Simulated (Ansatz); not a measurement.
Eight cases of atomisation energy with Al to Br (electronic energies, kcal/mol), geometries: B3LYP-D3(BJ)/def2-TZVP. Functionals by Ansatz (a quantum-chemistry and plane-wave program) in def2-TZVPD; columns hold the difference against the high level (Ansatz, AFQMC by cisd_afqmc): A = CCSD(T)/CBS(cc-pV(Q+d)Z,cc-pV(5+d)Z) + [CCSDT(Q) - CCSD(T)]/cc-pV(T+d)Z + core + X2C; B = CCSD(T)/CBS(cc-pV(T+d)Z,cc-pV(Q+d)Z) + [CCSDT(Q) - CCSD(T)]/cc-pV(D+d)Z + core + X2C; C = CCSD(T)/CBS(cc-pVTZ,cc-pVQZ) + [CCSDT(Q) - CCSD(T)]/cc-pVDZ; D = CCSD(T)/CBS(cc-pVTZ,cc-pVQZ) + [CCSDT(Q) - CCSD(T)]/cc-pVTZ + [CCSDTQ - CCSDT(Q)]/cc-pVDZ. The cases were drawn at random from those of this class that have a high level and all functionals, leaving out states under which another spin lies or may lie. Left out are anions, K, Ca, elements past Kr, ionisation of Li, Na and Mg, pi-pi* triplets of linear molecules and other triplets made from a closed-shell parent. Runs that doubt their state, and full CI more than 15 mEh from coupled cluster, are set aside; a case stays where another high level and all functionals remain. AFQMC serves as high level only in triple zeta or larger, with a steady walk, a bar under 0.8 kcal/mol and agreement with other high levels or trials where they ran; where none ran, an unstable determinant or (outside 3d species) a high T1 diagnostic also bars it, so strongly correlated cases are thinned. No case was kept or dropped by the size of a functional's miss. Each difference is the functional minus the high level; affinities count positive where energy is released, gaps as the second state minus the first. Open shells are spin-unrestricted; no spin-orbit coupling. Correlated methods leave the cores frozen (noble-gas shells, and filled d and f shells in the p block). Rows without X2C or -DK are non-relativistic. CBS(X,Y): correlation extrapolated as X^-3, Hartree-Fock from the larger set (Q,5: extrapolated as (X+1)exp(-9√X)). A bracket is a step between two methods taken in the basis named. Functionals run without relativity, which enters their misses. 'core' is core correlation in cc-pwCVTZ (1s frozen past Ne), 'X2C' scalar relativity in cc-pVTZ-DK, both at CCSD(T). For partners of very few electrons the exact lower level stands in for a higher one. Spin-orbit terms, left out, reach several kcal/mol for Br and I, and more for heavier atoms. The UHF reference of C2H5Si ([CH2][Si]C, doublet) is spin-contaminated (<S^2> up to 0.37 over the pure value in the sets run).

| case | level | value | PBE | r2SCAN | wB97M-V |
|---|---|---|---|---|---|
| C2H3ClSi (SMILES C#C[SiH2]Cl) | B | 641.0 | 4.0 | -3.0 | -1.9 |
| CH3Se (SMILES C[Se], doublet) | D | 372.7 | 6.5 | 2.4 | 0.6 |
| C2H5Si (SMILES [CH2][Si]C, doublet) | B | 672.2 | 7.8 | 2.5 | -2.7 |
| HSO3 (SMILES O=[S](=O)O, doublet) | B | 396.8 | 29.1 | 8.9 | -1.9 |
| CH3Se2 (SMILES C[Se][Se], doublet) | C | 438.9 | 13.9 | 6.2 | -2.6 |
| SiPH5 (silylphosphane, SMILES [SiH3]P) | A | 456.5 | -7.4 | -1.8 | 3.4 |
| C2HBrF2 (SMILES F/C=C(\F)Br) | C | 538.6 | 31.8 | 7.3 | 1.9 |
| C3H5Cl (SMILES C=CCCl) | B | 840.4 | 15.2 | -1.0 | -0.9 |

Over these rows, PBE: mean +12.6, mean absolute 14.5, median absolute 10.8, largest +31.8; r2SCAN: mean +2.7, mean absolute 4.1, median absolute 2.8, largest +8.9; wB97M-V: mean -0.5, mean absolute 2.0, median absolute 1.9, largest +3.4 kcal/mol. PBE lies above in 7 and below in 1 of the eight.
